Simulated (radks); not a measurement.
The numbers below are computed, except where a source is named.
Dynamic dipole polarisability and lines of the vanadium ion V13+, [Ne]. Code: a radial shooting solver on a logarithmic mesh with Libxc functionals. Model: scalar-relativistic Kohn-Sham, LDA (Slater exchange, Perdew-Wang correlation), spin-polarised, spherical densities, finite nucleus; Fermi nuclear charge, rms radius of each element as measured or else 0.836 A^(1/3) + 0.57 fm. Time-dependent linear response with the Hartree and adiabatic LDA kernel, continuum included through the Sternheimer equations, no spin-orbit coupling, so fine structure and intercombination lines are absent. Lines are the poles of the dipole polarisability below minus the highest occupied eigenvalue, found on a grid refined at the orbital gaps; the lowest seven at most are given, and weak or close lines can be missed. The first line takes the name of the lowest orbital gap if no other gap lies below it; otherwise a line is named after a gap within 0.6 % of it, if that gap stands alone.

| photon energy (eV) | alpha (bohr^3) |
|---|---|
| 0 | 0.01051 |
| 14.090 | 0.01051 |
| 70.452 | 0.01064 |
| 126.81 | 0.01091 |
| 183.17 | 0.01141 |
| 239.54 | 0.01218 |
| 295.90 | 0.01334 |
| 352.26 | 0.01515 |
| 408.62 | 0.01822 |
| 464.98 | 0.02471 |
| 521.34 | 0.01881 |
| 577.70 | 0.2105 |
| 634.06 | 1.584 |
| 690.42 | 0.006745 |
| 746.79 | 0.00003401 |
| 803.15 | -0.008685 |

Lines (eV, oscillator strength): 512.53 (2.419 nm, 2p-3s), f = 0.192; 585.45 (2.118 nm, unassigned), f = 2.43; 634.22 (1.955 nm, 2s-3p), f = 0.433; 680.42 (1.822 nm, 2p-4s), f = 0.0380; 708.43 (1.750 nm, 2p-4d), f = 0.652; 749.66 (1.654 nm, 2p-5s), f = 0.0133. Higher lines, where found, are left out when the end of the mesh affects them. Those listed give 73 % of the static polarisability (sum of f/w^2). Orbital energy gaps for comparison: 2p-3s 511.19 eV; 2p-3d 575.92 eV; 2s-3p 633.32 eV; 2p-4s 679.91 eV; 2p-4d 704.74 eV.
